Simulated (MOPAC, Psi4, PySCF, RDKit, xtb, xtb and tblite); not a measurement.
Two geometries of SMILES O(C)c1s[c](cc1)[GeH3], relaxed at GFN2-xTB with one dihedral held; other torsions can differ between them too.

Structure A

```
16

C      2.9888     0.7558     0.8351
O      2.4614    -0.5295     0.5498
C      1.1227    -0.5707     0.3683
C      0.1755    -1.0299     1.2293
C     -1.1207    -1.0019     0.6751
C     -1.1665    -0.5208    -0.5984
Ge    -2.6937    -0.2917    -1.7552
S      0.4159    -0.0968    -1.1575
H      2.5706     1.1522     1.7656
H      4.0634     0.6239     0.9393
H      2.7798     1.4543     0.0181
H      0.4066    -1.3807     2.2189
H     -2.0017    -1.3239     1.2043
H     -2.8326     1.1355    -2.1696
H     -3.9148    -0.7119    -1.0093
H     -2.5557    -1.1196    -2.9886
```

Structure B

```
16

C      3.0108     0.7438     0.7872
O      2.4707    -0.5246     0.4930
C      1.1253    -0.5955     0.3972
C      0.1620     0.3572     0.5356
C     -1.1345    -0.1718     0.3484
C     -1.1598    -1.5032     0.0722
Ge    -2.6725    -2.6496    -0.2549
S      0.4556    -2.1507     0.0359
H      2.6532     1.1103     1.7545
H      4.0895     0.6056     0.8237
H      2.7583     1.4705     0.0089
H      0.3524     1.3908     0.7602
H     -2.0299     0.4231     0.4172
H     -2.5964    -3.2678    -1.6113
H     -3.9131    -1.8258    -0.1613
H     -2.7398    -3.7518     0.7492
```

Task: Which is lower in energy at the level PBE0-D3(BJ)/def2-SVP // GFN2-xTB in Psi4, and by how much?

Result: B is lower, by 9.33 kJ/mol (dihedral C1–O2–C3–S8: 80° in A, 180° in B).

E(B) − E(A) in kJ/mol at the other levels, on the same two geometries: GFN2-xTB (xtb and tblite) -7.86; PBE0/def2-SVP // GFN2-xTB (Psi4) -9.55; PBE/def2-SVP // GFN2-xTB (Psi4) -9.69; PBE-D3(BJ)/def2-SVP // GFN2-xTB (Psi4) -9.58; UFF // GFN2-xTB (RDKit) -19.91; PM7, restricted, heats of formation // GFN2-xTB (MOPAC) -12.23; PM6, restricted, heats of formation // GFN2-xTB (MOPAC) -10.78; GFN1-xTB // GFN2-xTB (xtb) -5.45; restricted B3LYP/6-31G*, spherical d, density fitting // GFN2-xTB (PySCF) -8.23; restricted Hartree-Fock/LANL2DZ, with its core potentials past Ne // GFN2-xTB (PySCF) -6.23; restricted MP2 (frozen core)/3-21G // GFN2-xTB (PySCF) -7.94; restricted M06-2X/6-31G*, spherical d, density fitting // GFN2-xTB (PySCF) -9.40.
